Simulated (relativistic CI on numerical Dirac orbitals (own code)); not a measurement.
## Hyperfine structure of La20+, mass number 139

Method of calculation: Dirac-Coulomb-Breit CI, separate exchange-only KLI orbitals for each configuration, a model potential for QED, unscaled Slater integrals (own radial code, finite nucleus).

Configuration list (outside the closed core [Ar] 3d10): 4s²4p⁶4d, 4s²4p⁵4d², 4s²4p⁶4f, 4s4p⁶4d², 4s²4p⁵4d4f, 4s²4p⁶5s, 4s4p⁶4d4f, 4s²4p⁶5p, 4s²4p⁶5d, 4s²4p⁵4d5s, 4p⁶4d³, 4p⁵4d⁴, 4p⁵4d³4f. Double excitations out of closed p, d and f shells are left out; levels of such configurations are missing from the list, as are those of other unlisted configurations, and high levels can miss mixing partners. These lack a partner that the ground configuration has and come out too high: 4s²4p⁵4d5s.

Nuclear spin I = 7/2, μ = 2.7791 μN, Q = 0.206 b (tables of Stone and Pyykkö). The electronic factors are computed for point nuclear moments, without core polarisation or the Bohr-Weisskopf and QED corrections.

```csv
Level,E (eV),A (MHz),B (MHz)
4s²4p⁶4d ²D3/2,0.0000,6134,1030
4s²4p⁶4d ²D5/2,4.0446,2566,1340
4s²4p⁵4d² ⁴D°1/2,90.1297,1744,
4s²4p⁵4d² ⁴D°3/2,90.7035,6445,2210
4s²4p⁵4d² ⁴D°5/2,92.4770,6296,1190
4s²4p⁵4d² ⁴D°7/2,95.4310,5392,-2090
4s²4p⁵4d² ⁴G°9/2,95.8239,6850,-6150
4s²4p⁵4d² ⁴G°11/2,97.1082,6011,-5900
```

Levels with J = 0, under 50 % of one LS term, or S terms without an open s electron are left out. Small factors come from cancelling terms and can be off by tens of per cent or more.

At this charge energies of transitions that change n are usually good to better than 1 %, and those within a shell (Δn = 0) to a few per cent.

Question: Give the hyperfine levels of 4s²4p⁶4d ²D3/2 relative to its centre of gravity.

Answer: With K = F(F + 1) − I(I + 1) − J(J + 1), E = AK/2 + B[¾K(K + 1) − I(I + 1)J(J + 1)]/[2I(2I − 1)J(2J − 1)]: F = 2: -40850, F = 3: -23190, F = 4: 1054, F = 5: 32460 MHz.

LS names give the leading component of a level, which can be under half, so a name can repeat, a term be missing and a line seem to break the LS rules.
